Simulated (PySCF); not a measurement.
Argon: a sound run and one with changed settings

Sound run: Ar+ [Ne] 3s2 3p5, Ar(2+) [Ne] 3s2 3p4. Calculation: PySCF 2.14, in cc-pVDZ-DK; the spin-free X2C one-electron Hamiltonian (Gaussian nucleus). In the sound run the correlated levels freeze [Ne]. The sound run starts from symmetry-adapted Hartree-Fock orbitals and uses a fine grid where one is needed.

Changed run: the non-relativistic Hamiltonian (point nucleus). This setting is unsound on purpose.

```
species   method  sound run (hartree)  changed run (hartree)  converged
    Ar+      UHF           -528.06731             -525.76761        yes
    Ar+     BP86           -528.81670             -526.51872        yes
    Ar+    M06-L           -528.74386             -526.44496        yes
    Ar+      MP2           -528.17986             -525.88024        yes
    Ar+  CCSD(T)           -528.19763             -525.89811        yes
 Ar(2+)      UHF           -527.09655             -524.79587        yes
 Ar(2+)     BP86           -527.79658             -525.49744        yes
 Ar(2+)    M06-L           -527.72957             -525.42947        yes
 Ar(2+)      MP2           -527.18582             -524.88528        yes
 Ar(2+)  CCSD(T)           -527.20576             -524.90536        yes
```

Ionisation energy of Ar+:

| method | sound run (eV) | changed run (eV) |
| --- | --- | --- |
| UHF | 26.416 | 26.442 |
| BP86 | 27.759 | 27.790 |
| M06-L | 27.600 | 27.633 |
| MP2 | 27.049 | 27.074 |
| SCS-MP2 | 27.018 | 27.043 |
| CCSD | 26.987 | 27.011 |
| CCSD(T) | 26.990 | 27.014 |

Most of the change in total energy is the relativistic energy itself. On top of that the contraction fixes the core shape for the Hamiltonian it was made with, so the changed run is not a good calculation with the other Hamiltonian either.

For comparison, NIST gives 27.630 eV between the lowest levels.
